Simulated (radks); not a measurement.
The numbers below are computed, except where a source is named.
Spherical quantum dot in the effective-mass picture: electrons in a hard-walled sphere of radius 1.41, with a point charge +1 (a donor) at the centre, all in effective atomic units (hartree* = m*/eps^2 hartree, bohr* = eps/m* bohr), one dielectric constant everywhere. Level of theory: non-relativistic Kohn-Sham, r2SCAN, spin-polarised, spherical densities, generalised Kohn-Sham scheme (a radial shooting solver with Libxc functionals). Levels are named by radial order and angular momentum (1s, 1p, 1d, 2s, ...), and open shells are averaged over m.

N = 3, configuration 1s2 1p(up 1, down 0). This is the lowest configuration that the search found. Occupied and some empty levels:

level    occupation  eigenvalue (hartree*)  <r> (bohr*)
1s up             1                 3.3610       0.6768
1s down           1                 3.5543       0.6704
1p up             1                 6.2620       0.8316
1p down           0                 6.4586       0.8296
1d up             0                 9.6870       0.9125
1d down           0                 9.8498       0.9115
2s up             0                 10.608       0.6958
2s down           0                 10.641       0.6974
1f up             0                 13.779       0.9671
1f down           0                 13.897       0.9662

Energy (hartree*): total 8.42053, kinetic 10.148, external -5.0803, Hartree 5.5264, exchange-correlation -2.1740.
